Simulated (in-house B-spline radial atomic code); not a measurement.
Configurations of Ru4+, with energies counted from [Kr] 4d4. Level of theory: scalar-relativistic (X2C) PBE0, spin-polarised, spherical fractional occupations, Fermi nucleus of rms radius 4.4809 fm; calculated with a radial B-spline atomic code at the basis-set limit. Shells without spins written out take the highest spin.

Caution: exact exchange at fractional occupations of open shells leaves self-interaction of up to several eV.

Occupations are held fixed; configurations that lie above the ionisation limit could autoionise.

```tsv
configuration	E - E(ref) (eV)	highest orbital	its <r> (bohr)
[Kr] 4d(1 up, 3 down)	5.3087	4d up	1.388
[Kr] 4d3 5s1	15.371	5s up	2.307
[Ar] 3d10 4s2 4p5 4d5	40.013	4d up	1.341
[Ar] 3d10 4s2 4p5 4d4 5f1	88.371	5f up	5
[Ar] 3d9 4s2 4p6 4d4 5s1	304.26	5s up	2.266
[Ar] 3d9 4s2 4p6 4d4 5d1	324.93	5d up	3.308
[Ar] 3d(5 up, 4 down) 4s2 4p6 4d(4 up, 0 down) 5f(1 up, 0 down)	335.46	5f up	4.954
```

(1) Order these further configurations by energy, lowest first.
A. [Ar] 3d10 4s2 4p5 4d4 4f1
B. [Ar] 3d(4 up, 5 down) 4s2 4p6 4d(2 up, 2 down) 5s(1 up, 0 down)
C. [Ar] 3d9 4s2 4p6 4d4 4f1
D. [Ar] 3d(5 up, 4 down) 4s2 4p6 4d(1 up, 3 down) 5p(0 up, 1 down)
E. [Ar] 3d10 4s2 4p(3 up, 2 down) 4d(4 up, 0 down) 5s(0 up, 1 down)

(2) How far above the reference does [Kr] 4d3 4f1 lie?

(3) How far above the reference does [Kr] 4d3 5p1 lie?

Answers

(1) E (59.404 eV), A (79.542 eV), B (313.07 eV), D (320.11 eV), C (326.75 eV).

(2) 37.463 eV; its least bound orbital is 4f up with <r> = 2.664 bohr.

(3) 24.27 eV; its least bound orbital is 5p up with <r> = 2.624 bohr.
